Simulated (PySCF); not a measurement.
C₄H₅BCl₂O₂.
Z-matrix (Å and degrees, PBE0-D3(BJ)/def2-SVP geometry), rows numbered from 1:
```
C 
C   1  1.3286
O   2  1.3697  1  120.48
C   3  1.3541  2  118.34  1  -178.59
O   4  1.1982  3  123.99  2    -3.10
C   4  1.4968  3  110.69  2   175.30
B   6  1.5719  4  113.94  3   -84.62
Cl  7  1.7454  6  121.93  4    19.31
Cl  7  1.7487  6  119.33  4  -162.15
H   1  1.0920  2  121.44  3     0.06
H   1  1.0902  2  119.55  3   179.91
H   2  1.0925  1  125.21  3  -179.94
H   6  1.0990  4  109.39  3   152.50
H   6  1.1045  4  110.08  3    34.00
```

Level: PBE0/def2-SVPD in PySCF, non-relativistic, on one gas-phase PBE0-D3(BJ)/def2-SVP geometry that isn't relaxed in the solvent. The solvent is an IEF-PCM continuum (cavity from Bondi-type radii × 1.2), and excitations are vertical TDDFT with non-equilibrium linear response and a frozen core. Only the electrostatic response of the medium enters.

| run | E − E(gas) (kcal/mol) | HOMO (eV) | HOMO–LUMO gap (eV) | dipole (D) | lowest singlet (eV) | static polarisability (au) |
| --- | --- | --- | --- | --- | --- | --- |
| gas | 0.00 | -7.54 | 5.81 | 1.81 | 5.01 | 97.4 |
| P | -4.56 | -7.50 | 5.93 | 2.34 | 5.13 | 123.9 |
| Q | -5.26 | -7.50 | 5.95 | 2.44 | 5.15 | 129.0 |

Task: The runs were made in acetonitrile and dichloromethane. Which run belongs to which solvent?

Result: P = dichloromethane, Q = acetonitrile. The dielectric constants are 8.93 (dichloromethane), 35.69 (acetonitrile), and the energy falls further as ε rises. The optical constants n² used for the excitations are 2.03, 1.81 in the same order. In this model the ground state sees the solvent through ε alone.

Task: How constant is the ratio of the lowering to (ε − 1)/(2ε + 1)?

Result: 
| solvent | (ε − 1)/(2ε + 1) | E − E(gas) (kcal/mol) | ratio (kcal/mol) | polarisation term (kcal/mol) |
| --- | --- | --- | --- | --- |
| dichloromethane | 0.420 | -4.56 | -10.8 | -5.12 |
| acetonitrile | 0.479 | -5.26 | -11.0 | -6.02 |

The ratio changes by +1.2 % in size from dichloromethane to acetonitrile. The polarisation term is half the interaction of the solute with the induced surface charges.

Rough CPU time on one thread of a shared machine: about 50 s. This is the whole response run at PBE0/def2-SVPD in acetonitrile, SCF included.
